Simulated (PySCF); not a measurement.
C5H10Cl2Si.
Atom-mapped SMILES: `[Cl:1][CH2:2][SiH2:3][CH2:4][C:5]1([Cl:6])[CH2:7][CH2:8]1`

NICS = −σ at a ghost point: NICS(0) at the centroid of the ring atoms, NICS(1) 1 Å to either side along the normal of their mean plane, zz for the tensor component along that normal. Level: GIAO PBE0/pcSseg-1 (PySCF, non-relativistic, gas phase) on the GFN2-xTB geometry, one conformer.

Ring bond lengths (Å), with Mayer bond orders in brackets: C5–C7 1.496 (0.94), C7–C8 1.504 (0.96), C8–C5 1.494 (0.91).

Q: Give the NICS values of each ring in ppm.

A: 
```tsv
ring	type	NICS(0)	NICS(1), two faces	NICS(1)zz, two faces	rms pucker (Å)	centre to ring atoms, mean (Å)
C5–C7–C8	3-membered carbocycle; formal bonds all single	-41.8	-7.4 / -8.6	-18.4 / -21.0	0.00	0.86
```

Q: What can be read from them?

A: 
- C5–C7–C8: mean NICS(1)zz -19.7 ppm, shielded. C5, C7, C8 have four or more neighbours, so the value isn't read as a sign of a π ring current. NICS(0) lies 34 ppm below the mean NICS(1).

Q: What is the mean of the two in-plane components of NICS at the first NICS(1) probe listed for ring C5–C7–C8, 1 Å off the ring?

A: The isotropic value is a third of the trace: (3 × -7.4 − (-18.4))/2 = -1.9 ppm.

Q: Give the inner angles of the rings and the Hirshfeld charges of the ring atoms.

A: 
- C5–C7–C8: C5 60.4° (+0.034 e), C7 59.7° (-0.093 e), C8 59.9° (-0.096 e); sum 180.0° against 180° for a flat convex ring.

Shape of the structure used: `[Cl:1][CH2:2][SiH2:3][CH2:4][C:5]1([Cl:6])[CH2:7][CH2:8]1`: Cl1–C2–Si3–C4 -63°, C2–Si3–C4–C5 -49°, Si3–C4–C5–Cl6 -55°.
